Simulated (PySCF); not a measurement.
PbI, SMILES [I][Pb] (connectivity only; charge and spin as stated), neutral, multiplicity 2. Atoms are numbered in the order given.

```xyz
2

Pb     0.0000     0.0000    -1.1115
I      0.0000     0.0000     1.7196
```
Charge 0, spin multiplicity 2.

Geometry optimised at B3LYP-D3(BJ)/def2-TZVP. The multiplicity is an assumed one; other spin states were not compared. The def2 effective core potentials stand for the cores of I, Pb; spin–orbit coupling is left out.

Level of theory: PBE0/def2-TZVPD run with PySCF.

Mulliken values depend strongly on the basis, most of all with diffuse functions as here. ESP charges are fitted to the potential on shells at 1.4 to 2.0 van der Waals radii. Atomic charges (e):

```csv
atom,ESP fit,Mulliken,Mulliken spin
Pb1,0.26,0.27,1.02
I2,-0.26,-0.27,-0.02
```
